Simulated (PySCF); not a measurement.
**Potential energy of BeIn along the bond**

Set-up: Be x2c-SVPall, In x2c-SVPall; spin-free X2C with a Gaussian nucleus (PySCF 2.14). Energies in eV from Be + In in their ground configurations at the same level. All curves are PBE0. state 1: ²Π (doublet), unpaired electrons π ↑; state 2: ²Σ⁺ (doublet), unpaired electrons σ ↑, a second solution, started from another occupation; state 3: quartet, unpaired electrons σ ↑, π ↑↑, a second solution, started from another occupation; state 4: ⁴Π (quartet), unpaired electrons σ ↑↑, π ↑, a second solution, started from another occupation.

```tsv
R (Å)	state 1	state 2	state 3	state 4
2.216	-0.3626	0.1407	0.3872	0.6017
2.319	-0.5442	-0.1852	0.3949	0.4738
2.422	-0.6419	-0.4033	0.4671	0.4306
2.500	-0.6751	-0.5129	0.5489	0.4377
2.577	-0.6832	-0.5867	0.6459	0.4690
2.654	-0.6725	-0.6320	0.7522	0.5177
2.757	-0.6381	-0.6584	0.9010	0.6011
2.886	-0.5754	-0.6522	1.0887	0.7226
3.041	-0.4882	-0.6085	1.3055	0.8792
3.247	-0.3733	-0.5208	1.5685	1.0884
```

Q: Put a parabola through the three lowest points of the state 1 curve and estimate Re, k and ωe (reduced mass 8.357 u; 1 eV/Å² = 0.16022 mdyn/Å; ωe = 1302.8·√(k/μ) cm⁻¹).

A: Through R = 2.5, 2.577, 2.654 Å the second-order coefficient is 1.59 eV/Å², so Re ≈ 2.572 Å, k ≈ 0.508 mdyn/Å and ωe ≈ 321 cm⁻¹. A polynomial fit of higher order to the unrounded PBE0 energies gives Re = 2.568 Å, k = 0.518 mdyn/Å, ωe = 324 cm⁻¹; anharmonicity and rounding make the difference.

The higher-order fit for each curve: state 1: Re = 2.568 Å, ωe = 324 cm⁻¹, De = 0.68 eV; state 2: Re = 2.798 Å, ωe = 275 cm⁻¹, minimum 0.66 eV below the ground-state fragments; state 4: Re = 2.441 Å, ωe = 406 cm⁻¹, minimum 0.430 eV above the ground-state fragments. State 3 gave no clean fit.

These are scalar-relativistic numbers at best; spin–orbit coupling would shift them, the dissociation energy most. The state is the lowest determinant that a PBE0 search found; another state may lie lower at other levels.
